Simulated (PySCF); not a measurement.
Neon: a sound run and one with changed settings

Sound run: Ne⁺ [He] 2s2 2p5, Ne²⁺ [He] 2s2 2p4. Computed with PySCF 2.14 in jorge-DZP-DKH, with scalar relativity by spin-free X2C-1e. In the sound run the correlated levels freeze 1s2. The sound run starts from symmetry-adapted Hartree-Fock orbitals and uses a fine grid where one is needed.

A second run was set up differently.

| species | method | sound run (hartree) | changed run (hartree) | converged |
| --- | --- | --- | --- | --- |
| Ne⁺ | MP2 | -128.05359 | -128.06746 | yes |
| Ne⁺ | CCSD(T) | -128.06491 | -128.07929 | yes |
| Ne²⁺ | MP2 | -126.56949 | -126.58319 | yes |
| Ne²⁺ | CCSD(T) | -126.58151 | -126.59575 | yes |

Ionisation energy of Ne⁺:

```json
{"method": "UHF", "sound run (eV)": "39.436", "changed run (eV)": "39.436"}
{"method": "MP2", "sound run (eV)": "40.385", "changed run (eV)": "40.389"}
{"method": "SCS-MP2", "sound run (eV)": "40.330", "changed run (eV)": "40.331"}
{"method": "CCSD", "sound run (eV)": "40.344", "changed run (eV)": "40.348"}
{"method": "CCSD(T)", "sound run (eV)": "40.365", "changed run (eV)": "40.369"}
```

Q: What was changed?
A. level shift left on
B. all electrons correlated in a valence basis
C. too few SCF iterations
D. basis contracted for another Hamiltonian

A: B. A valence basis has no tight correlating functions, so it recovers only part of the core correlation, and not evenly between atom and ion.
